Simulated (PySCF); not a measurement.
PBE0 on B⁻ (boron, charge -1), [He] 2s2 2p2, high-spin 3P determinant. Computed with PySCF 2.14 in aug-cc-pCVTZ-DK with one added diffuse shell each of s, p, d, f type (8s7p5d3f, 75 functions), with scalar relativity by spin-free X2C-1e.

```
cycle= 1 E= -24.6440664836638  delta_E= -0.0045  |g|= 0.0115  |ddm|= 0.282
cycle= 2 E= -24.6441565863456  delta_E= -9.01e-05  |g|= 0.00979  |ddm|= 0.0793
cycle= 3 E= -24.6442489897438  delta_E= -9.24e-05  |g|= 0.0071  |ddm|= 0.0844
cycle= 4 E= -24.6443377415354  delta_E= -8.88e-05  |g|= 0.000693  |ddm|= 0.0268
cycle= 5 E= -24.6443390647915  delta_E= -1.32e-06  |g|= 0.000164  |ddm|= 0.00842
cycle= 6 E= -24.6443391492159  delta_E= -8.44e-08  |g|= 1.67e-05  |ddm|= 0.00142
cycle= 7 E= -24.6443391511609  delta_E= -1.95e-09  |g|= 2.74e-06  |ddm|= 0.000449
cycle= 8 E= -24.6443391511755  delta_E= -1.46e-11  |g|= 4.28e-07  |ddm|= 1.15e-05
converged SCF energy = -24.6443391511755  <S^2> = 2.003352  2S+1 = 3.0022339
```

Highest occupied orbital energy: 0.889 eV; ⟨L²⟩ = 2.01; populations by l: s 4.00, p 2.00, d 0.00, f 0.00.

Q: Can this result be used?

A: With care. Self-consistency was reached. At PBE0 the highest occupied level has a positive energy, so only the finite basis holds that electron; in a semilocal or global hybrid functional this comes from self-interaction and does not mean that the real anion is unbound.
